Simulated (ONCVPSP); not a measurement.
**What one change does to a pseudopotential (Er (Z = 68), ONCV)**

Er (Z = 68), optimised norm-conserving Vanderbilt (ONCV), made with ONCVPSP 4.0.1 (PBE, scalar-relativistic). Core [Kr] 4d10 4f11, reference 5s2 5p6 5d1 6s1.75 6p0.25. Waves: 5s+6s: rc 2.25 bohr, ncon 3, nbas 8, qcut 6.3 1/bohr, 2 projectors; 5p+6p: rc 2.55 bohr, ncon 4, nbas 9, qcut 4.8 1/bohr, 3 projectors, debl 0.7 Ha; 5d: rc 3.50 bohr, ncon 4, nbas 8, qcut 4.9 1/bohr, 2 projectors, debl 2.2 Ha. Local part: polynomial inside 1.80 bohr (lpopt 5, dvloc0 -1 Ha). Core correction: polynomial model core, fcfact 0.45.

Change: d: debl 0.35.

Cutoffs: the cutoffs (Ha) at which the residual kinetic energy of the hardest occupied pseudo-wave falls to 1 and 0.1 mHa per electron; they do not see the model core or the augmentation charge, which bear on the density cutoff. Errors are all-electron minus pseudo energies relative to the spin-unpolarised reference configuration.

Task: How do hardness, ghosts and transferability respond?

Result: The potential gets neither clearly harder nor softer (11 Ha and 14 Ha → 11 Ha and 14 Ha); the errors of the 4 common tests hardly move; the range in which the d phases agree widens (upper end 0.5 → 2.4); neither file shows a bound ghost.

```tsv
quantity	base	changed
cutoff, loose	11 Ha	11 Ha
cutoff, tight	14 Ha	14 Ha
bound ghosts	none	none
GHOST(+) flags under 300 eV	none	none
error for 5s2 5p6 5d1 6s2 6p0, meV [ΔE -0.78 eV]	+0.1	+0.1
error for 5s2 5p6 5d1 6s1 6p0, meV [ΔE 6.27 eV]	-4.3	-4.2
error for 5s2 5p6 5d1 6s0 6p0, meV [ΔE 19.03 eV]	-32	-31
error for 5s2 5p5 5d1 6s2 6p0, meV [ΔE 34.23 eV]	-299	-297
s: phases at 2.28 bohr within 0.05 rad from the reference energy up to (Ha; the scan ends near 5)	3.6	3.6
p: phases at 2.59 bohr within 0.05 rad from the reference energy up to (Ha; the scan ends near 5)	4.5	4.5
d: phases at 3.56 bohr within 0.05 rad from the reference energy up to (Ha; the scan ends near 5)	0.5	2.4
rms error of d²Exc/dni dnj with the model core, mHa	0.87	0.87
```
